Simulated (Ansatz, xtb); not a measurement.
# CH5BGe+: where a starting geometry ends

The starting geometry of this gas-phase doublet has its atoms placed at random.

| atom | x (Å) | y (Å) | z (Å) |
| --- | --- | --- | --- |
| C | 1.0380 | 1.7490 | -0.6108 |
| B | -1.5117 | 0.7795 | 0.9465 |
| Ge | -0.9991 | 0.7930 | -1.4723 |
| H | -0.1289 | 0.7093 | 1.3861 |
| H | 0.2864 | 0.8923 | -1.9089 |
| H | -1.0302 | -0.5955 | -0.8856 |
| H | 0.2225 | -0.7743 | -1.5660 |
| H | -2.0540 | -0.0288 | -1.2062 |

Guess where an optimisation with r2SCAN-D4/def2-SVP ends from this start.

It loosens into CH3BGe + H2, which stay close as a complex (formulas without charges). Distances that change by over a tenth: B2–Ge3 (2.47 → 2.87 Å), Ge3–H8 (1.36 → 1.55 Å). Contacts that open: Ge3–H5 (1.36 → 2.51 Å), Ge3–H6 (1.51 → 2.29 Å). Contacts that close: C1–B2 (3.14 → 1.41 Å), C1–Ge3 (2.41 → 1.86 Å), C1–H5 (1.73 → 1.10 Å), B2–H4 (1.45 → 1.19 Å), H6–H7 (1.44 → 0.77 Å).

The energy falls by 13.87 eV over 25 steps:

| step | E − E(last) (eV) |
| --- | --- |
| 1 | 13.873 |
| 4 | 7.702 |
| 6 | 5.801 |
| 9 | 3.168 |
| 12 | 0.754 |
| 14 | 0.307 |
| 17 | 0.096 |
| 20 | 0.020 |
| 22 | 0.001 |
| 25 | 0.000 |

Final geometry (Å):

```json
{"atom": "C", "x (Å)": "-0.1651", "y (Å)": "1.3774", "z (Å)": "-0.4611"}
{"atom": "B", "x (Å)": "0.1440", "y (Å)": "1.4492", "z (Å)": "0.9086"}
{"atom": "Ge", "x (Å)": "-1.5752", "y (Å)": "0.3667", "z (Å)": "-1.1200"}
{"atom": "H", "x (Å)": "0.3692", "y (Å)": "1.4700", "z (Å)": "2.0721"}
{"atom": "H", "x (Å)": "0.3458", "y (Å)": "1.9799", "z (Å)": "-1.2303"}
{"atom": "H", "x (Å)": "-0.9774", "y (Å)": "-1.8412", "z (Å)": "-1.1462"}
{"atom": "H", "x (Å)": "-0.4643", "y (Å)": "-1.6826", "z (Å)": "-1.6997"}
{"atom": "H", "x (Å)": "-1.8541", "y (Å)": "0.4051", "z (Å)": "-2.6406"}
```

From the same start GFN2-xTB reaches the same bonding as this run.

From so rough a start the end depends on the optimiser's path, so another program may land elsewhere. No frequencies were run, so the end isn't proven a minimum. Open shells are spin-unrestricted. Run with Ansatz 0.2.0, 95 s on 2 threads of Intel(R) Xeon(R) 6975P-C (Granite Rapids), on a shared host.
